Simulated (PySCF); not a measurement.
## Electron correlation in Ti (titanium, neutral)

[Ar] 3d3 4s1, high-spin 5F determinant (an excited configuration). Computed with PySCF 2.14 in aug-cc-pVDZ, with no relativity, point nucleus. Frozen: [Ar]; 4 electrons correlated.

| level | correlation energy (mhartree) |
| --- | --- |
| CCSD | -35.56 |
| (T) | -0.72 |
| CCSD(T) | -36.28 |

Diagnostics: T1 = 0.023, D1 = 0.0351, largest double amplitude 0.039.

Cost of the coupled-cluster step: of the order of 0.9 core-seconds, for 4 correlated electrons.

Iterations:

```
CC2 = 0
CCSD nocc = (np.int64(4), np.int64(0)), nmo = (50, 50)
frozen orbitals [[0, 1, 2, 3, 4, 5, 6, 7, 8], [0, 1, 2, 3, 4, 5, 6, 7, 8]]
max_cycle = 100
direct = 0
conv_tol = 1e-08
conv_tol_normt = 1e-06
diis_space = 8
diis_start_cycle = 0
Init t2, MP2 energy = -0.0269675044832558
Init E_corr(UCCSD) = -0.026967504483619
cycle = 1  E_corr(UCCSD) = -0.032682927696368  dE = -0.00571542321  norm(t1,t2) = 0.0407214
cycle = 2  E_corr(UCCSD) = -0.0343058739984703  dE = -0.0016229463  norm(t1,t2) = 0.020318
cycle = 3  E_corr(UCCSD) = -0.0355900266044332  dE = -0.00128415261  norm(t1,t2) = 0.011865
cycle = 4  E_corr(UCCSD) = -0.0354948631311197  dE = 9.51634733e-05  norm(t1,t2) = 0.00281791
cycle = 5  E_corr(UCCSD) = -0.0355300481232885  dE = -3.51849922e-05  norm(t1,t2) = 0.00139047
cycle = 6  E_corr(UCCSD) = -0.0355610736513997  dE = -3.10255281e-05  norm(t1,t2) = 0.00068052
cycle = 7  E_corr(UCCSD) = -0.0355578786921386  dE = 3.19495926e-06  norm(t1,t2) = 0.000238394
cycle = 8  E_corr(UCCSD) = -0.0355591942200632  dE = -1.31552792e-06  norm(t1,t2) = 9.251e-05
cycle = 9  E_corr(UCCSD) = -0.0355602464861772  dE = -1.05226611e-06  norm(t1,t2) = 3.27157e-05
cycle = 10  E_corr(UCCSD) = -0.0355599393934514  dE = 3.07092726e-07  norm(t1,t2) = 1.52564e-05
cycle = 11  E_corr(UCCSD) = -0.0355599304813671  dE = 8.91208433e-09  norm(t1,t2) = 7.77875e-06
cycle = 12  E_corr(UCCSD) = -0.0355598239382685  dE = 1.06543099e-07  norm(t1,t2) = 3.40537e-06
cycle = 13  E_corr(UCCSD) = -0.0355598525788469  dE = -2.86405784e-08  norm(t1,t2) = 1.25877e-06
cycle = 14  E_corr(UCCSD) = -0.0355598616850571  dE = -9.10621019e-09  norm(t1,t2) = 2.97171e-07
UCCSD converged
E(UCCSD) = -848.425030065043  E_corr = -0.03555986168505709
UCCSD(T) correction = -0.0007236858713672
```
